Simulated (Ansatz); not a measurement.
`BB(F)BF` + `COC(N)O` → `BB(F)OC` + `NC(O)BF`  (formal exchange of groups at a B–B bond)

Computed with Ansatz on PBE0-D4/def2-TZVP structures; ΔE is electronic, products minus reactants. CCSD(T)/CBS is the MP2 limit (def2-TZVPP, def2-QZVPP) plus CCSD(T) − MP2 in def2-TZVPP, frozen cores. Each species was taken in one conformer, which may not be the lowest.

`BB(F)BF`:

```xyz
8

B    -0.019    1.177    0.937
B     0.244   -0.399    0.439
F     0.749   -1.331    1.258
B    -0.165   -0.902   -1.161
F     0.638   -0.626   -2.178
H     0.820    2.021    0.798
H    -1.084    1.547    1.343
H    -1.182   -1.487   -1.436
```

`COC(N)O`:

Cartesian coordinates in Å:
```
C 0.755 -0.743 1.408
O 0.579 -0.652 0.012
C -0.415 0.242 -0.370
N -0.623 0.215 -1.778
O -0.013 1.524 0.024
H -0.193 -0.984 1.909
H 1.148 0.187 1.825
H 1.463 -1.551 1.588
H -1.360 -0.036 0.131
H -1.028 -0.668 -2.062
H 0.271 0.321 -2.246
H -0.584 2.144 -0.441
```

`BB(F)OC`:

Z-matrix (Å, degrees):
```
C
O 1 1.410
H 1 1.097 2 112.4
H 1 1.092 2 109.2 3 120.4
H 1 1.092 2 109.3 3 -120.5
B 2 1.348 1 121.1 3 1.0
F 6 1.337 2 115.5 1 -180.0
B 6 1.696 2 125.8 1 -0.0
H 8 1.198 6 122.0 2 -90.1
H 8 1.198 6 121.9 2 90.6
```

`NC(O)BF`:

Z-matrix (Å, degrees):
```
C
O 1 1.400
B 1 1.569 2 111.7
N 1 1.466 2 110.0 3 -114.5
H 1 1.099 2 111.9 3 127.6
H 2 0.964 1 107.1 3 163.8
F 3 1.326 1 119.2 2 147.7
H 3 1.199 1 122.2 2 -40.7
H 4 1.014 1 112.7 2 73.9
H 4 1.011 1 112.9 2 -160.9
```

```tsv
species	CCSD(T)/CBS(def2) energy (Eh)
`BB(F)BF`	-275.80597
`COC(N)O`	-285.35417
`BB(F)OC`	-265.67389
`NC(O)BF`	-295.56126
```

Q: Work out ΔE.

A: ΔE = (-265.67389) + (-295.56126) − (-275.80597) − (-285.35417) = -0.07501 Eh = -47.1 kcal/mol.

Largest T1 diagnostic among the species: 0.014.

In def2-TZVPP, CCSD(T) changes the Hartree–Fock value by −1.5 kcal/mol (the triples alone add −0.2 kcal/mol) and MP2 by −3.4 kcal/mol.
